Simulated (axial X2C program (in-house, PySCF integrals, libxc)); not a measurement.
# Excited states of BiTe⁻ by EOM-EE-CCSD

Calculated with an in-house all-electron X2C program for linear molecules (integrals from PySCF): two-component X2C with atomic mean-field Coulomb and Gaunt terms, Gaussian nuclei, basis Bi dyall-acv3z, Te dyall-acv3z with contracted cores.

R = 2.757 Å (near the PBE0 minimum at charge -1 of the determinant lowest at the starting distance; the state shown can have its own minimum elsewhere).

Hartree–Fock spinors of BiTe⁻ (one of each Kramers pair; a window near the gap, which can cut inner shells):

| ω | occupied | ε (eV) | character |
| --- | --- | --- | --- |
| 1/2 | yes | -16.11 | 45% Te s, 35% Bi s, 5% Bi p |
| 1/2 | yes | -12.76 | 43% Bi s, 32% Te s, 8% Te p |
| 1/2 | yes | -4.97 | 64% Bi p, 28% Te p, 2% Te d |
| 1/2 | yes | -4.15 | 68% Te p, 24% Bi p, 3% Bi d |
| 3/2 | yes | -2.70 | 74% Te p, 17% Bi p, 6% Bi d |
| 1/2 | yes | -2.02 | 42% Te p, 38% Bi p, 8% Bi d |
| 1/2 | no | 3.19 | 88% Bi p, 6% Te p, 3% Te s |
| 3/2 | no | 3.46 | 88% Bi p, 6% Bi d, 3% Te p |
| 1/2 | no | 3.64 | 97% Bi p, 2% Bi d |
| 1/2 | no | 4.06 | 61% Bi s, 31% Te p, 4% Bi p |
| 3/2 | no | 4.64 | 66% Bi p, 14% Te p, 11% Te d |
| 1/2 | no | 4.86 | 56% Te p, 25% Bi s, 8% Bi p |

Vertical excitation energies from the closed-shell determinant state of BiTe⁻:

| Ω | excitation (eV) | cm⁻¹ | hole of the leading pair | particle of the leading pair | weight of the pair (for Ω = 0 its time-reversed partner can hold as much again) | singles weight |
| --- | --- | --- | --- | --- | --- | --- |
| 1 | 0.590 | 4758 | 51% Bi pπ, 23% Te pπ, 7% Bi dπ | 68% Bi pπ, 11% Te pπ, 10% Te dπ | 0.94 | 0.94 |
| 2 | 0.971 | 7832 | 42% Bi pπ, 29% Te pπ, 8% Bi dπ | 67% Bi pπ, 11% Te dπ, 11% Te pπ | 0.93 | 0.94 |
| 0⁻ | 1.773 | 14302 | 74% Te pπ, 17% Bi pπ | 65% Bi pπ, 13% Te dπ, 12% Te pπ | 0.46 | 0.92 |
| 3 | 1.783 | 14384 | 74% Te pπ, 17% Bi pπ | 65% Bi pπ, 13% Te dπ, 12% Te pπ | 0.92 | 0.93 |

This point took 36 s on 1 thread of Arm Neoverse V2, with other jobs on the host.

Reference electrons by ω block (each with its −ω partner): 1/2: 40, 3/2: 20, 5/2: 7, 7/2: 1. 12 electrons of BiTe⁻ correlated (inner shells frozen), 88 natural virtual spinors (a truncated set); levels can be off by some tenths of an eV. Roots sought by Ω: (0: 5, 1: 4, 2: 3, 3: 1); the list ends where they run out and leaves out roots under 60 % singles weight. The solver can skip a root, and states that need a further excitation, which the method places far too high, are missing though they may lie low or lowest. T1 of the reference 0.030 (Lee–Taylor). The highest Hartree–Fock level of the anion lies at -2.02 eV; relaxation, partly offset by correlation, puts the detachment threshold some tenths of an eV to over one eV lower in magnitude, and states above it are held by the basis set and are not bound. Number of frozen shells: Bi 5 s, 4 p, 3 d, 1 f; Te 4 s, 3 p, 2 d. Large amplitudes in the reference (orbital relaxation or multireference character) lower the reliability.
